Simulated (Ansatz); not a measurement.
Species, as SMILES: Br (HBr).
Atoms: Br1, H2. Bonds: Br1-H2.

Basis-set convergence of the optimised Br1-H2 bond length at HF with Ansatz (a program for electronic structure). Cartesian d functions, on some or all atoms, in 6-31G, 6-31G*, 6-31G**; all else is spherical. The program fits the integrals of some runs and decomposes those of others, by size. No added dispersion term, no relativity. Reference: the value in aug-cc-pV5Z, 1.4068 Å, itself unsure by roughly 0.0003 Å (its mean distance from pcseg-4, aug-pcseg-3, aug-cc-pVQZ). Deviations are taken from unrounded values.

```json
[
 {"basis": "STO-3G", "functions": "19", "optimised Br1-H2 bond length (Å)": "1.4116", "minus reference (Å)": "0.0048"},
 {"basis": "6-31G", "functions": "31", "optimised Br1-H2 bond length (Å)": "1.4231", "minus reference (Å)": "0.0163"},
 {"basis": "pcseg-1", "functions": "32", "optimised Br1-H2 bond length (Å)": "1.4099", "minus reference (Å)": "0.0031"},
 {"basis": "6-31G*", "functions": "37", "optimised Br1-H2 bond length (Å)": "1.4129", "minus reference (Å)": "0.0060"},
 {"basis": "6-31G**", "functions": "40", "optimised Br1-H2 bond length (Å)": "1.4048", "minus reference (Å)": "-0.0020"},
 {"basis": "aug-cc-pVDZ", "functions": "45", "optimised Br1-H2 bond length (Å)": "1.4125", "minus reference (Å)": "0.0057"},
 {"basis": "aug-pcseg-1", "functions": "45", "optimised Br1-H2 bond length (Å)": "1.4118", "minus reference (Å)": "0.0050"},
 {"basis": "def2-TZVP", "functions": "54", "optimised Br1-H2 bond length (Å)": "1.4080", "minus reference (Å)": "0.0012"},
 {"basis": "pcseg-2", "functions": "57", "optimised Br1-H2 bond length (Å)": "1.4085", "minus reference (Å)": "0.0017"},
 {"basis": "aug-cc-pVTZ", "functions": "82", "optimised Br1-H2 bond length (Å)": "1.4080", "minus reference (Å)": "0.0012"},
 {"basis": "cc-pVQZ", "functions": "98", "optimised Br1-H2 bond length (Å)": "1.4070", "minus reference (Å)": "0.0002"},
 {"basis": "pcseg-3", "functions": "101", "optimised Br1-H2 bond length (Å)": "1.4073", "minus reference (Å)": "0.0005"},
 {"basis": "def2-QZVP", "functions": "105", "optimised Br1-H2 bond length (Å)": "1.4069", "minus reference (Å)": "0.0001"},
 {"basis": "def2-QZVPPD", "functions": "131", "optimised Br1-H2 bond length (Å)": "1.4068", "minus reference (Å)": "0.0000"},
 {"basis": "aug-cc-pVQZ", "functions": "139", "optimised Br1-H2 bond length (Å)": "1.4070", "minus reference (Å)": "0.0002"},
 {"basis": "aug-pcseg-3", "functions": "142", "optimised Br1-H2 bond length (Å)": "1.4073", "minus reference (Å)": "0.0005"},
 {"basis": "cc-pV5Z", "functions": "159", "optimised Br1-H2 bond length (Å)": "1.4068", "minus reference (Å)": "0.0000"},
 {"basis": "pcseg-4", "functions": "172", "optimised Br1-H2 bond length (Å)": "1.4065", "minus reference (Å)": "-0.0003"}
]
```
